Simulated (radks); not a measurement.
Question: The mean radii <r> (bohr) of the occupied orbitals of an atom or ion are listed with their occupations. Method: Dirac Kohn-Sham, exchange-only PBE, spin-unpolarised, spherical densities, finite nucleus; Fermi nuclear charge, rms radius of each element as measured or else 0.836 A^(1/3) + 0.57 fm; computed with a radial shooting solver on a logarithmic mesh with Libxc functionals.

orbital  occ.      <r>
1s1/2       2  0.02666
2s1/2       2   0.1135
2p1/2       2  0.09560
2p3/2       4   0.1013
3s1/2       2   0.2883
3p1/2       2   0.2759
3p3/2       4   0.2854
3d3/2       4   0.2513

Name the element and its charge. Open shells, if any, fill j = l - 1/2 first.

Answer: Z = 54, xenon, charge +32: Xe32+ in [Ar] 3d4. The 1s radius gives Z: for a bare nucleus <r> = (2 gamma + 1)/(2Z) with gamma = sqrt(1 - (Z/c)^2), 0.02628 bohr for Z = 54, and screening makes it slightly larger (0.02666 here). The occupations add up to 22, and the charge is Z minus that.
